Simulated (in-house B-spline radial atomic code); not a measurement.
Computed with a B-spline radial atomic code. Model: two electrons, singlet ground state, non-relativistic, full CI in B-splines with partial waves to l = 8 (at full coupling up to 3e-4 hartree above the limit, correlation up to 0.6 % small), density held at that of full coupling by Lieb maximisation.

Along the adiabatic connection the electron repulsion is scaled by a coupling λ while a local potential keeps the density fixed. At λ = 0 the system is the Kohn-Sham one and W equals the exchange energy; the exchange-correlation energy is the area under W between 0 and 1. The kinetic energy rises with λ as the electrons avoid each other, with dT/dλ = −λ dW/dλ.

Command:
```bash
python run_ac.py task.json out
```
Settings (lengths in bohr, energies in hartree):
```
potential              coulomb
strength               1.34
lmax                   8
wall_radius            5.12
```

Run time, properties included: 11 s on 1 thread of Intel(R) Xeon(R) Processor @ 2.30GHz (shared host).

**W = mean repulsion less Hartree energy, and W of three functionals.**

Given: confinement point charge; nuclear charge 1.34; hard wall radius 5.12 bohr; external potential -Z/r.

Computed: LDA exchange minus exact 88.498 millihartree; PBE exchange minus exact 7.2678 millihartree.

```csv
coupling,W xc (hartree),W xc minus exchange (millihartree),kinetic minus Kohn-Sham (millihartree),LDA (PW92) W minus its exchange (millihartree),PBE W minus its exchange (millihartree),SCAN W minus its exchange (millihartree)
0,-0.64198,0,0,0,0,0
0.02,-0.64391,-1.932,0.02,-10.76,-1.76,-1.82
0.05,-0.64676,-4.779,0.12,-21.59,-4.42,-4.45
0.12,-0.65317,-11.189,0.66,-40.33,-10.63,-10.29
0.25,-0.66428,-22.297,2.71,-65.57,-21.72,-20.23
0.4,-0.67594,-33.964,6.48,-87.6,-33.6,-30.56
0.6,-0.68985,-47.868,13.41,-110.69,-47.96,-42.83
0.8,?,?,?,?,?,?
1,-0.71309,-71.113,31.82,-145.13,-72.33,-63.46
1.4,-0.73169,-89.706,54,-170.69,-92.25,-80.27
2,?,?,?,?,?,?
3,-0.77904,-137.06,153.84,-233.75,-146.04,-125.43
4.5,-0.80372,-161.74,244.89,-267.9,-177.02,-150.7
7,-0.82783,-185.85,380.6,-303.69,-210.34,-176.26
10,-0.84468,-202.7,521.73,-330.73,-235.92,-193.99
```

What belongs in the row 0.8?

W xc (hartree): -0.70215; W xc minus exchange (millihartree): -60.168; kinetic minus Kohn-Sham (millihartree): 21.99; LDA (PW92) W minus its exchange (millihartree): -129.38; PBE W minus its exchange (millihartree): -60.79; SCAN W minus its exchange (millihartree): -53.71.

What belongs in the row 2?

W xc (hartree): -0.75341; W xc minus exchange (millihartree): -111.44; kinetic minus Kohn-Sham (millihartree): 90.63; LDA (PW92) W minus its exchange (millihartree): -199.62; PBE W minus its exchange (millihartree): -116.24; SCAN W minus its exchange (millihartree): -100.5.

What is the SCAN exchange minus exact?

-3.2958 millihartree.

**Energy parts, natural occupations and partial-wave weights.**

Computed: total energy -1.0971 hartree; correlation energy -0.039292 hartree; kinetic part of the DFT correlation energy 0.031821 hartree; initial slope twice GL2 -0.097305 hartree; Hartree energy 1.284 hartree; Kohn-Sham kinetic 1.1459 hartree; Lieb Oxford ratio E_xc over LDA exchange 1.2309.

| natural | occupation of the shell (electrons) |
| --- | --- |
| s | 1.9653 |
| p | ? |
| s | 0.016375 |
| d | 0.00058089 |
| p | 0.00042541 |
| s | 0.00016111 |

What belongs in the row p?

occupation of the shell (electrons): 0.016952.

| wave | weight |
| --- | --- |
| s | 0.99092 |
| p | ? |
| d | 0.00032081 |
| f | 4.1115e-05 |
| g | 9.1353e-06 |

What belongs in the row p?

weight: 0.0087059.

What is the kinetic part over minus potential part?

0.44748.

What is the exchange energy?

-0.64198 hartree.

Half-way to full coupling W has made 58 % of its drop, against 50 % for a straight line, and second-order (GL2) theory, half the initial slope, overshoots the correlation energy by about 24 %: a moderate bend, as in light atoms. Over couplings 0 to 1 the errors in E_xc come to about +35 millihartree for LDA, +7.2 millihartree for PBE, +0.8 millihartree for SCAN, so SCAN is nearest. In LDA and PBE and SCAN the errors of exchange and correlation have opposite signs, so the sum is smaller than the larger of the two.
